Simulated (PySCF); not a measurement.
Frontier orbitals and the lowest excitations

C2H9ClSi2.
Numbering: `[SiH3:1][CH2:2][CH2:3][SiH2:4][Cl:5]` (hydrogens: H6, H7, H8 on Si1; H9, H10 on C2; H11, H12 on C3; H13, H14 on Si4)

Structure used (PBE0-D3(BJ)/def2-SVP), in Å, numbered top down from 1:
```
atom  x, y, z in Å
Si1    1.3254    0.5804    1.5849
C2     2.4171   -0.2395    0.2766
C3     3.4035    0.6815   -0.4495
Si4    4.7988    1.3834    0.5931
Cl5    5.6873   -0.1783    1.6353
H6     0.3013   -0.3946    2.0688
H7     2.1319    1.0469    2.7544
H8     0.6257    1.7670    0.9981
H9     1.7379   -0.7152   -0.4520
H10    2.9608   -1.0652    0.7674
H11    2.8829    1.5440   -0.9056
H12    3.8854    0.1466   -1.2871
H13    5.8355    2.0044   -0.2794
H14    4.3242    2.3823    1.5921
```

Computed, not measured: TDDFT wB97X-D/def2-SVPD, vertical, gas phase, core orbitals frozen in the response in PySCF.

Frontier orbitals with the atoms that hold most of them (Löwdin shares over 4%, at most four atoms; ? is withheld):

```tsv
orbital	ε (eV)	atoms
LUMO+2	2.35	Si1 31%, H7 12%, Si4 10%, H14 8%
LUMO+1	1.84	Si4 22%, Si1 18%, C3 9%, H13 7%
LUMO	1.69	?
HOMO	-10.29	C3 20%, Cl5 19%, C2 16%, Si4 12%
HOMO-1	-10.75	?
HOMO-2	-10.90	Cl5 24%, C2 23%, Si1 15%, C3 12%
HOMO-3	-11.33	Si1 27%, Cl5 19%, H8 17%, H7 16%
```

Q: Give the leading atoms of the HOMO-1.

A: Cl5 (bonded to Si) 53%; Si4 (bonded to C, Cl and 2 H) 17%; H13 (bonded to Si) 13%; H14 (bonded to Si) 5%. By element: chlorine 53%, hydrogen 18% or more, silicon 17% or more.

Q: Give the leading atoms of the LUMO.

A: Cl5 (bonded to Si) 27%; Si4 (bonded to C, Cl and 2 H) 27%; H14 (bonded to Si) 9%; H13 (bonded to Si) 8%. By element: chlorine 27%, silicon 27% or more, hydrogen 17% or more.

Q: The HOMO–LUMO gap is 11.98 eV. Where does the response calculation put the lowest singlet, and from which orbitals?

A: S1 is at 7.47 eV (f = 0.0050), 4.51 eV below the gap, made of HOMO→LUMO (80%). 

Q: Give energy, strength and leading configuration of S1, S2 and S3, and follow the Löwdin shares of the leading atoms from the occupied to the empty orbital.

A: 
- S1 (7.47 eV, f 0.0050), HOMO→LUMO (80%): C3 20% → at most 9%, Cl5 19% → 27%, Si4 12% → 27%
- S2 (7.68 eV, f 0.014), HOMO-1→LUMO (83%): Cl5 53% → 27%, Si4 17% → 27%
- S3 (7.94 eV, f 0.019), HOMO→LUMO+1 (78%): C3 20% → 9%, Cl5 19% → at most 8%, Si4 12% → 22%, Si1 at most 13% → 18%

Löwdin shares depend on the basis, the more so with diffuse functions.

One conformer stands for the species.
